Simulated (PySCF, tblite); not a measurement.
Isomers of C3H10O3SSi2, one GFN2-xTB conformer each. Single-point energies are computed at PBE0/pcSseg-1 (PySCF, gas phase, no added dispersion term), electronic only.

| SMILES | GFN2-xTB relative energy (kJ/mol) |
| --- | --- |
| CO[SiH2]SCC(=O)O[SiH3] | 0.0 |
| C[SiH2]CS[Si@@H](O)C(=O)O | 227.3 |

Conformers: `[CH3:1][O:2][SiH2:3][S:4][CH2:5][C:6](=[O:7])[O:8][SiH3:9]` with C1–O2–Si3–S4 59°, O2–Si3–S4–C5 63°, Si3–S4–C5–C6 -47°, S4–C5–C6–O7 -66°, C5–C6–O8–Si9 -177°; `[CH3:1][SiH2:2][CH2:3][S:4][Si@@H:5]([OH:6])[C:7](=[O:8])[OH:9]` with C1–Si2–C3–S4 179°, Si2–C3–S4–Si5 85°, C3–S4–Si5–O6 43°, S4–Si5–O6–H 120°, S4–Si5–C7–O8 -119°.

Problem. What does PBE0/pcSseg-1 give for the same structures?

Solution. 
```
                   SMILES  PBE0/pcSseg-1 E (Eh)  PBE0/pcSseg-1 (kJ/mol)  GFN2-xTB (kJ/mol)  point group
C[SiH2]CS[Si@@H](O)C(=O)O           -1322.44345                     0.0              227.3           C1
   CO[SiH2]SCC(=O)O[SiH3]           -1322.42937                    36.9                0.0           C1
```

GFN2-xTB puts CO[SiH2]SCC(=O)O[SiH3] lowest instead. As drawn, the lower has an O–H bond and an Si–C bond, which the higher lacks.

Problem. Which frontier levels, dipoles and rotational constants go with these structures?

Solution. 
| SMILES | HOMO (eV, PBE0/pcSseg-1) | LUMO (eV) | dipole (D) | A, B, C (MHz) |
| --- | --- | --- | --- | --- |
| C[SiH2]CS[Si@@H](O)C(=O)O | -6.83 | -0.85 | 0.70 | 2344, 425.9, 397.5 |
| CO[SiH2]SCC(=O)O[SiH3] | -7.19 | -0.57 | 1.72 | 1336, 796.9, 633.4 |

Problem. What happens when harmonic zero-point energies from GFN2-xTB frequencies are added?

Solution. 
```tsv
SMILES	ZPE (kJ/mol)	electronic (kJ/mol)	with ZPE (kJ/mol)
C[SiH2]CS[Si@@H](O)C(=O)O	333.3	0.0	0.0
CO[SiH2]SCC(=O)O[SiH3]	328.6	36.9	32.3
```

The zero-point energies span 4.7 kJ/mol. The order is unchanged.
